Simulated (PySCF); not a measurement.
Gas-phase reaction: Ge₂H₆ + 3 F₂ = 2 GeH₂F₂ + 2 HF

Method: PySCF energies plus ideal-gas RRHO corrections (1 bar). † marks an energy on the PBE0/def2-TZVP geometry and frequencies; other levels use their own. MP2 and CCSD(T) freeze the core. 6-31G* has spherical d functions here. All species are closed-shell singlets. B3LYP is the form with VWN-RPA correlation. Ge: all electrons, no relativistic terms. GeH₂F₂: computed as isolated molecules; such fragments, hydroxides, amides, oligomers or adducts are transient or little studied in the gas. MP2 isn't extrapolated to the basis-set limit; its ΔH°(298 K) is -1844.6 kJ in def2-SVP and -1912.0 kJ in def2-TZVPP. CCSD(T) isn't extrapolated to the basis-set limit; its ΔH°(298 K) is -1739.2 kJ in def2-SVP and -1805.2 kJ in def2-TZVPP. The harmonic model lacks anharmonicity and excited electronic states, which grow with temperature; levels with a mode under 35 cm⁻¹ are left out. Internal rotation in Ge₂H₆ is treated as a harmonic vibration of one conformer, which makes the entropy rough.

```
level                ΔE electronic, kJ  ΔH°(298 K), kJ  ΔS°(298 K), J/K  ΔG°(2500 K), kJ
-------------------  -----------------  --------------  ---------------  ---------------
B3LYP/6-31G*                     -1631           -1615               -6            -1591
BLYP/def2-TZVP†                  -1709           -1692               -4            -1675
CCSD(T)/def2-SVP†                -1756           -1739               -4            -1722
CCSD(T)/def2-TZVPP†              -1822           -1805               -4            -1788
HF/def2-TZVP†                    -1982           -1965               -4            -1948
MP2/def2-SVP†                    -1861           -1845               -4            -1827
MP2/def2-TZVPP†                  -1929           -1912               -4            -1895
PBE/def2-SVP                     -1632           -1615               -5            -1591
PBE0/def2-QZVP†                  -1812           -1795               -4            -1778
LDA/def2-TZVP†                   -1751           -1734               -4            -1717
ωB97X-V/def2-TZVP†               -1795           -1779               -4            -1761
```
ΔH° is lowest at HF/def2-TZVP† and highest at PBE/def2-SVP. No reference value is set beside these.
